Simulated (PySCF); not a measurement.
Bonds (- single, = double, # triple, : aromatic): C1-C2, C2-C3, C2-C4, C4-Si5, C4-C6, C6-N7, C6=O8. C1 carries H9, H10, H11; C2 carries H12; C3 carries H13, H14, H15; C4 carries H16; Si5 carries H17, H18, H19; N7 carries H20, H21. Stereochemistry as in CC(C)[C@@H]([SiH3])C(N)=O. H20 is cis to the C=O or C=S heteroatom; H21 is trans to the C=O or C=S heteroatom.

PySCF calculation with coordinates at the GFN2-xTB level and NMR shieldings at PBE0/pcSseg-1/GIAO; non-relativistic Hamiltonian, gas phase, equivalent nuclei averaged, single conformer.

Shifts are taken against calculated references (same method and geometry level): TMS for ¹³C.

Problem. Do the ¹³C shifts follow the atomic charges (in e)? Tabulate both.

Solution. 
```csv
atoms,hybridisation,δ (ppm),σ para (ppm),Hirshfeld,IAO,Mulliken,ESP-fitted
C6,sp2,177.4,-239,+0.17,+0.44,+0.44,+0.85
C4,sp3,43.2,-113,-0.12,-0.42,-0.53,-0.54
C2,sp3,32.6,-91,-0.02,-0.08,-0.34,+0.56
C3,sp3,26.1,-88,-0.12,-0.42,-0.20,-0.59
C1,sp3,24.0,-86,-0.12,-0.42,-0.21,-0.56
```

Correlation coefficients of δ with charge over these carbons: Hirshfeld +0.94, IAO +0.92, Mulliken +0.88, ESP-fitted +0.73; with the paramagnetic shielding -1.00. Among the 4 sp3 carbons alone: Hirshfeld +0.12, IAO +0.08, Mulliken -0.99, ESP-fitted +0.12. With so few points, grouped by hybridisation, these coefficients are fragile. Charge is one influence among several: hybridisation and low-lying excitations act through the paramagnetic term.

Shifts are as computed. Against solution values, carbons near 30 ppm lie about +3 ppm off and those near 130 ppm about +5 ppm. Of 1211 compounds with measured shifts, 218 miss one by over three times the rms of a fit or turn the order of signals round; such compounds aren't used in these exercises. Hydrogen bonding in solution deshields acid and N–H amide carbonyl carbons by as much as 10 ppm beyond these values.
